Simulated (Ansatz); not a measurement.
Calculated with Ansatz (gas phase, PBE0-D4/def2-TZVP geometries, no zero-point term in ΔE). CCSD(T)/CBS is the MP2 limit (def2-TZVPP, def2-QZVPP) plus CCSD(T) − MP2 in def2-TZVPP, frozen cores. This one scheme is used for every species. Functionals use def2-TZVPP. B3LYP here is the variant with VWN-RPA as its local correlation; programs differ in this. One conformer a species, not always the lowest.

Reaction (hydrogenolysis of a C–Si bond): `[CH3][Al]([F])[CH2][SiH3]` + H₂ → `[CH3][Al]([CH3])[F]` + SiH₄

```tsv
level	ΔE (kJ/mol)	difference from CCSD(T)/CBS
PBE-D4	-9.0	0.8
r2SCAN-D4	-8.7	1.1
B3LYP-D4	-14.8	-5.0
PBE	-15.8	-6.0
r2SCAN	-10.7	-0.9
B3LYP	-25.6	-15.8
MP2/def2-TZVPP	-6.3	3.5
SCS-MP2/def2-TZVPP	-13.1	-3.3
CCSD/def2-TZVPP	-17.4	-7.6
MP2/def2-QZVPP	-4.5	5.3
CCSD(T)/CBS	-9.8	0
```

Largest T1 diagnostic among the species: 0.011.

In def2-TZVPP, CCSD(T) changes the Hartree–Fock value by +22.9 kJ/mol (the triples alone add +4.6 kJ/mol) and MP2 by +29.4 kJ/mol. The D4 term adds +10.7 kJ/mol with B3LYP and +6.1 kJ/mol with PBE0; it sums over pairs of atoms, weighted by their polarisabilities, and B3LYP, whose exchange is more repulsive, gets the larger term.
